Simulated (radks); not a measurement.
Nd4+, configuration [Xe] 5f2 (not the ground configuration). Method: Dirac Kohn-Sham, HCTH/407, spin-unpolarised, spherical densities, finite nucleus; open shells are shared between the two j in proportion to 2j + 1; Fermi nuclear charge, rms radius 4.9123 fm; computed with a radial shooting solver on a logarithmic mesh with Libxc functionals.

Spin-orbit splittings of the eigenvalues, e(l+1/2) - e(l-1/2), with zeta = 2 splitting/(2l+1) and mean radii in bohr:

| shell | occ. | splitting (eV) | zeta (eV) | <r> j=l-1/2 | <r> j=l+1/2 |
|---|---|---|---|---|---|
| 2p | 6 | 519.8 | 346.5 | 0.08423 | 0.09064 |
| 3p | 6 | 103.9 | 69.25 | 0.2555 | 0.2679 |
| 3d | 10 | 22.48 | 8.990 | 0.2392 | 0.2431 |
| 4p | 6 | 23.43 | 15.62 | 0.6138 | 0.6401 |
| 4d | 10 | 4.297 | 1.719 | 0.6770 | 0.6858 |
| 5p | 6 | 4.533 | 3.022 | 1.435 | 1.492 |
| 5f | 2 | 0.05294 | 0.01513 | 3.001 | 3.012 |
